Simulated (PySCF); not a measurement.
acetylene (C2H2), singlet, geometry from GFN2-xTB.

PySCF was given this input:
```python
from pyscf import gto, scf, mp

mol = gto.Mole()
mol.atom = '''
    C    -0.000000   -0.000000   -0.596862
    C     0.000000    0.000000    0.596862
    H     0.000000    0.000000    1.646575
    H    -0.000000   -0.000000   -1.646575
'''
mol.basis = 'cc-pvdz'
mol.charge = 0
mol.spin = 0
mol.verbose = 3
mol.build()

mf = scf.RHF(mol)
mf.kernel()

pt = mp.MP2(mf, frozen=1)
pt.kernel()
print('E(MP2) = %.10f' % pt.e_tot)
mf.analyze()
```

Question: What does this run give for the SCF-reference HOMO-LUMO gap, number of basis functions, nuclear repulsion energy?

Answer: 
* **SCF-reference HOMO-LUMO gap**: 16.40 eV
* **number of basis functions**: 38
* **nuclear repulsion energy**: 24.9994 Eh
